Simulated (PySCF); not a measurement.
Working out the ionisation energy of I

I [Kr] 4d10 5s2 5p5 (2P) → I⁺ [Kr] 4d10 5s2 5p4 (3P). Calculation: PySCF 2.14, in aug-cc-pVQZ-DK3; scalar relativity by spin-free X2C-1e. Frozen: [Kr] 4d10. Energies in hartree (1 hartree = 27.21139 eV):

```tsv
part	I (lower)	I⁺ (upper)
UHF	-7112.381877	-7112.031172
MP2 opposite-spin	-0.102336	-0.077479
MP2 same-spin	-0.027026	-0.020642
```

Problem. What does Hartree-Fock give?

Solution. (-7112.031172) − (-7112.381877) = 0.350705 hartree = 9.543 eV.

Problem. What do MP2 and SCS-MP2 (6/5 opposite-spin, 1/3 same-spin) give?

Solution. The opposite-spin parts differ by 0.676 eV and the same-spin parts by 0.174 eV. MP2: 9.543 + (0.676) + (0.174) = 10.393 eV. SCS-MP2: 9.543 + 1.2 × (0.676) + (0.174)/3 = 10.412 eV.

Measured between the centres of the two terms (NIST): 10.519 eV, so MP2 (valence) is off by -0.126 eV.

What remains against the reference includes basis incompleteness, the frozen core and correlation beyond second order.
